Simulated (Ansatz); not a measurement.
Program: Ansatz 0.2.0.

`CC1B[Te]1` at its PBE0-D4/def2-TZVP geometry, where that method's forces vanish. Charge 0, multiplicity 1. Te takes the def2 core potential.

| atom | x (Å) | y (Å) | z (Å) |
| --- | --- | --- | --- |
| C1 | -0.2308 | -0.0641 | -1.1270 |
| C2 | -0.2724 | -0.2931 | 0.3598 |
| B3 | 0.8333 | 0.1298 | 1.3113 |
| Te4 | -0.7254 | 1.4770 | 1.6814 |
| H5 | -1.2298 | 0.0648 | -1.5481 |
| H6 | 0.3644 | 0.8136 | -1.3831 |
| H7 | 0.2266 | -0.9355 | -1.6108 |
| H8 | -0.9146 | -1.1176 | 0.6638 |
| H9 | 1.9488 | -0.0749 | 1.6527 |

Question: For each bond, give half the difference of the two atoms' forces along it (eV/Å; positive pushes the atoms apart) under PBE-D4, r2SCAN-D4, B3LYP-D4, ωB97M-V in def2-TZVPP. (Estimate.)

Answer: The calculation gave: 
```csv
bond,length (Å),PBE-D4,r2SCAN-D4,B3LYP-D4,ωB97M-V
C1–C2,1.505,-0.04,0.08,0.17,0.29
C1–H5,1.092,0.11,-0.04,-0.06,-0.08
C1–H6,1.091,0.12,-0.03,-0.06,-0.08
C1–H7,1.097,0.12,-0.01,-0.06,-0.11
C2–B3,1.519,0.07,0.01,0.02,-0.05
C2–Te4,2.255,0.28,0.21,0.32,-0.15
C2–H8,1.088,0.11,-0.05,-0.14,-0.12
B3–Te4,2.093,0.23,0.14,0.34,0.04
B3–H9,1.184,0.00,-0.05,-0.18,-0.15
```

B3LYP here is the variant with VWN-RPA as its local correlation; programs differ in this.
